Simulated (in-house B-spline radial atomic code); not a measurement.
Orbital energies and mean radii along the 34-electron series, configuration [Ar] 3d10 4s2 4p4. The effective charge is n√(-2ε), a non-relativistic measure. Computed with a radial B-spline atomic code at the basis-set limit: non-relativistic Hartree-Fock, average of the configuration, point nuclei.

This level leaves out relativity, spin-orbit splitting included, which matters for heavy ions.

```json
{"ion": "Mo8+", "Z": "42", "energy of 2p (Eh)": "-99.494", "mean radius of 2p (bohr)": "0.13605", "energy of 4p (Eh)": "-6.0287", "mean radius of 4p (bohr)": "1.1204", "energy of 2s (Eh)": "-107.9", "mean radius of 2s (bohr)": "0.15832", "energy of 3p (Eh)": "-20.203", "mean radius of 3p (bohr)": "0.43234", "effective charge of 2p": "28.213"}
{"ion": "Tc9+", "Z": "43", "energy of 2p (Eh)": "-106.33", "mean radius of 2p (bohr)": "0.13251", "energy of 4p (Eh)": "-7.0502", "mean radius of 4p (bohr)": "1.0616", "energy of 2s (Eh)": "-114.99", "mean radius of 2s (bohr)": "0.15433", "energy of 3p (Eh)": "-22.448", "mean radius of 3p (bohr)": "0.41802", "effective charge of 2p": "29.166"}
{"ion": "Ru10+", "Z": "44", "energy of 2p (Eh)": "-113.42", "mean radius of 2p (bohr)": "0.12915", "energy of 4p (Eh)": "-8.1381", "mean radius of 4p (bohr)": "1.0093", "energy of 2s (Eh)": "-122.34", "mean radius of 2s (bohr)": "0.15054", "energy of 3p (Eh)": "-24.809", "mean radius of 3p (bohr)": "0.40461", "effective charge of 2p": "30.122"}
{"ion": "Rh11+", "Z": "45", "energy of 2p (Eh)": "-120.77", "mean radius of 2p (bohr)": "0.12596", "energy of 4p (Eh)": "-9.2917", "mean radius of 4p (bohr)": "0.96242", "energy of 2s (Eh)": "-129.94", "mean radius of 2s (bohr)": "0.14692", "energy of 3p (Eh)": "-27.286", "mean radius of 3p (bohr)": "0.39201", "effective charge of 2p": "31.083"}
{"ion": "Pd12+", "Z": "46", "energy of 2p (Eh)": "-128.37", "mean radius of 2p (bohr)": "0.12291", "energy of 4p (Eh)": "-10.511", "mean radius of 4p (bohr)": "0.92009", "energy of 2s (Eh)": "-137.8", "mean radius of 2s (bohr)": "0.14347", "energy of 3p (Eh)": "-29.878", "mean radius of 3p (bohr)": "0.38016", "effective charge of 2p": "32.046"}
{"ion": "Ag13+", "Z": "47", "energy of 2p (Eh)": "-136.23", "mean radius of 2p (bohr)": "0.12001", "energy of 4p (Eh)": "-11.795", "mean radius of 4p (bohr)": "0.88162", "energy of 2s (Eh)": "-145.91", "mean radius of 2s (bohr)": "0.14018", "energy of 3p (Eh)": "-32.585", "mean radius of 3p (bohr)": "0.369", "effective charge of 2p": "33.012"}
{"ion": "Cd14+", "Z": "48", "energy of 2p (Eh)": "-144.34", "mean radius of 2p (bohr)": "0.11724", "energy of 4p (Eh)": "-13.143", "mean radius of 4p (bohr)": "0.84649", "energy of 2s (Eh)": "-154.28", "mean radius of 2s (bohr)": "0.13703", "energy of 3p (Eh)": "-35.406", "mean radius of 3p (bohr)": "0.35846", "effective charge of 2p": "33.981"}
{"ion": "In15+", "Z": "49", "energy of 2p (Eh)": "-152.7", "mean radius of 2p (bohr)": "0.11459", "energy of 4p (Eh)": "-14.556", "mean radius of 4p (bohr)": "0.81424", "energy of 2s (Eh)": "-162.9", "mean radius of 2s (bohr)": "0.13402", "energy of 3p (Eh)": "-38.341", "mean radius of 3p (bohr)": "0.34851", "effective charge of 2p": "34.952"}
{"ion": "Sn16+", "Z": "50", "energy of 2p (Eh)": "-161.32", "mean radius of 2p (bohr)": "0.11206", "energy of 4p (Eh)": "-16.033", "mean radius of 4p (bohr)": "0.78452", "energy of 2s (Eh)": "-171.78", "mean radius of 2s (bohr)": "0.13113", "energy of 3p (Eh)": "-41.389", "mean radius of 3p (bohr)": "0.33908", "effective charge of 2p": "35.924"}
{"ion": "Sb17+", "Z": "51", "energy of 2p (Eh)": "-170.19", "mean radius of 2p (bohr)": "0.10964", "energy of 4p (Eh)": "-17.575", "mean radius of 4p (bohr)": "0.75702", "energy of 2s (Eh)": "-180.91", "mean radius of 2s (bohr)": "0.12837", "energy of 3p (Eh)": "-44.55", "mean radius of 3p (bohr)": "0.33015", "effective charge of 2p": "36.899"}
{"ion": "Te18+", "Z": "52", "energy of 2p (Eh)": "-179.31", "mean radius of 2p (bohr)": "0.10731", "energy of 4p (Eh)": "-19.18", "mean radius of 4p (bohr)": "0.73148", "energy of 2s (Eh)": "-190.29", "mean radius of 2s (bohr)": "0.12572", "energy of 3p (Eh)": "-47.825", "mean radius of 3p (bohr)": "0.32168", "effective charge of 2p": "37.875"}
{"ion": "I19+", "Z": "53", "energy of 2p (Eh)": "-188.69", "mean radius of 2p (bohr)": "0.10509", "energy of 4p (Eh)": "-20.849", "mean radius of 4p (bohr)": "0.70771", "energy of 2s (Eh)": "-199.93", "mean radius of 2s (bohr)": "0.12317", "energy of 3p (Eh)": "-51.212", "mean radius of 3p (bohr)": "0.31362", "effective charge of 2p": "38.852"}
{"ion": "Xe20+", "Z": "54", "energy of 2p (Eh)": "-198.32", "mean radius of 2p (bohr)": "0.10295", "energy of 4p (Eh)": "-22.582", "mean radius of 4p (bohr)": "0.68551", "energy of 2s (Eh)": "-209.82", "mean radius of 2s (bohr)": "0.12073", "energy of 3p (Eh)": "-54.713", "mean radius of 3p (bohr)": "0.30596", "effective charge of 2p": "39.831"}
```

How does the screening of 2p change?

Z less the effective charge goes from 13.79 at Z = 42 to 14.17 at Z = 54.
